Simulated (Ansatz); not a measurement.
F2H3OSi2, SMILES `F[Si](F)O[SiH3]` radical: the same geometry under several functionals.

```yaml
crystal:
  periodic: [false, false, false]
  atoms:
    - {symbol: F, position_ang: [0.224240, -2.121763, 1.524666]}
    - {symbol: Si, position_ang: [-0.441931, -1.746510, 0.130564]}
    - {symbol: F, position_ang: [0.108975, -2.787853, -0.932452]}
    - {symbol: O, position_ang: [0.028208, -0.276092, -0.316240]}
    - {symbol: Si, position_ang: [0.039646, 1.361716, -0.147907]}
    - {symbol: H, position_ang: [-1.325993, 1.832702, 0.191213]}
    - {symbol: H, position_ang: [0.474884, 1.945327, -1.437266]}
    - {symbol: H, position_ang: [0.984070, 1.735574, 0.931721]}
basis:
  gaussian: {orbitals: def2-TZVPP}
magnetization: {spin_polarized: true, initial_magnetization: 1}
hamiltonian: {xc: {name: wB97M-V}}
output: {forces: true, orbitals: {seedname: orbitals}}
```

```sh
$ ansatz run in.yaml --threads 4 --pin off --events-out ev --progress --plain
```

It prints (some lines left out):

```
Functional definition: wB97M-V
  name "wB97M-V"
  cite "Mardirossian & Head-Gordon, J. Chem. Phys. 144, 214110 (2016) doi:10.1063/1.4952647"
  cite "Becke, J. Chem. Phys. 107, 8554 (1997) doi:10.1063/1.475007"
  cite "Vydrov & Van Voorhis, J. Chem. Phys. 133, 244103 (2010) doi:10.1063/1.3521275"
  # Of w^i u^j: cxij and so on, Table III.
  parameter omega = 0.3/bohr
  parameter cx = 0.15
  parameter cx01 = 1.007
  parameter cx10 = 0.259
  parameter css00 = 0.443
  parameter css04 = -1.437
  parameter css10 = -4.535
  parameter css20 = -3.390
  parameter css43 = 4.278
  parameter cos00 = 1.000
  parameter cos10 = 1.358
  parameter cos20 = 2.924
  parameter cos21 = -8.812
  parameter cos60 = -1.390
  parameter cos61 = 9.142
  parameter b = 6.0
  parameter c = 0.01
  gx(w, u) = 1 - cx + cx01*u + cx10*w
  gss(w, u) = css00 + css04*u^4 + css10*w + css20*w^2 + css43*w^4*u^3
  gos(w, u) = cos00 + cos10*w + (cos20 + cos21*u)*w^2 + (cos60 + cos61*u)*w^6
  exchange = spin_sum(e_x_unif_sr(omega)*gx(b97_w, b97_u_x)) + cx*exact_x_sr(omega) + exact_x_lr(omega)
  correlation = spin_sum(e_c_pw_mod_same_spin*gss(b97_w, b97_u_same))
      + integral(e_c_pw_mod_opposite_spin*gos(b97_w_opposite, b97_u_opposite)) + vv10(b, c)
1222 factors; their error is unknown
248 factors; integrals over basis functions are off by at most 1.2e-5 eV
mean field evaluation 1: about -23284.4812 eV, gradient 4.3e1 eV
mean field evaluation 2: about -23282.9630 eV, gradient 5.1e1 eV
mean field evaluation 4: about -23290.2467 eV, gradient 2.3e0 eV
mean field evaluation 8: about -23290.2756 eV, gradient 1.1e-1 eV
mean field evaluation 16: about -23290.2974 eV, gradient 3.4e-4 eV
mean field -23290.29740410 eV, -855.9026428702 hartree, gradient 6.9e-5 eV, S^2 0.750855; 0 other end points of the search recorded, 0 dependent functions left out
the calculation of the forces begins
reference -23290.29745479 eV, -855.9026447330 hartree; 29, 28 occupied and 190, 191 virtual orbitals, 1222 factors
Total energy: -23290.29745479 eV, -855.9026447330 hartree
Atom 0 at     0.224240    -2.121763     1.524666 Å, force     0.104324    -0.042474     0.181605 eV/Å
Atom 1 at    -0.441931    -1.746510     0.130564 Å, force    -0.269467    -0.009705     0.013380 eV/Å
Atom 2 at     0.108975    -2.787853    -0.932452 Å, force     0.087817    -0.138211    -0.143254 eV/Å
Atom 3 at     0.028208    -0.276092    -0.316240 Å, force     0.070673     0.069382    -0.059080 eV/Å
Atom 4 at     0.039646     1.361716    -0.147907 Å, force     0.017160     0.288057     0.016381 eV/Å
Atom 5 at    -1.325993     1.832702     0.191213 Å, force     0.164792    -0.056857    -0.040114 eV/Å
Atom 6 at     0.474884     1.945327    -1.437266 Å, force    -0.056305    -0.067232     0.163573 eV/Å
Atom 7 at     0.984070     1.735574     0.931721 Å, force    -0.118993    -0.042958    -0.132491 eV/Å
Dipole moment:    -0.184834     0.352032    -0.013565 e Å
```

It took 7 s on 4 threads of a server CPU on a shared host, with 0.98 GiB of host memory at the peak.

Changing it to `hamiltonian: {xc: {name: CAM-B3LYP}, dispersion: d4}` and no forces (abridged; 3.5 s):

```
Functional definition: CAM-B3LYP
mean field evaluation 16: about -23292.0724 eV, gradient 3.1e-4 eV
mean field -23292.07239337 eV, -855.9678725226 hartree, gradient 3.3e-5 eV, S^2 0.751191
Total energy: -23292.22241861 eV, -855.9733858486 hartree
```

With the line `hamiltonian: {xc: hse06, dispersion: d4}` and no forces (abridged; 3.1 s):

```
Functional definition: HSE06
mean field evaluation 16: about -23278.5616 eV, gradient 7.4e-5 eV
mean field -23278.56156226 eV, -855.4713586372 hartree, gradient 1.3e-5 eV, S^2 0.751262
Total energy: -23278.69886266 eV, -855.4764043340 hartree
```

With the line `hamiltonian: {xc: lda}` and no forces (abridged; 1 s):

```
Functional definition: SPW92
mean field evaluation 16: about -23180.6882 eV, gradient 6.8e-5 eV
mean field -23180.68818326 eV, -851.8745783001 hartree, gradient 1.4e-5 eV, S^2 0.750868
Total energy: -23180.68822249 eV, -851.8745797417 hartree
```

With the line `hamiltonian: {xc: {name: r2SCAN0}, dispersion: d4}` and no forces (abridged; 4.4 s):

```
Functional definition: r2SCAN0
mean field evaluation 16: about -23287.6293 eV, gradient 1.4e-5 eV
mean field -23287.62932346 eV, -855.8045927151 hartree, gradient 1.4e-5 eV, S^2 0.751869
Total energy: -23287.67866918 eV, -855.8064061368 hartree
```

The same input with `hamiltonian: {xc: pbe0, dispersion: d4}` and no forces (abridged; 3 s):

```
Functional definition: PBE0
mean field evaluation 16: about -23279.2258 eV, gradient 5.9e-5 eV
mean field -23279.22581096 eV, -855.4957693269 hartree, gradient 1.6e-5 eV, S^2 0.751262
Total energy: -23279.37226737 eV, -855.5011515008 hartree
```

HSE06 is the plane-wave form, built on full-range PBE exchange.
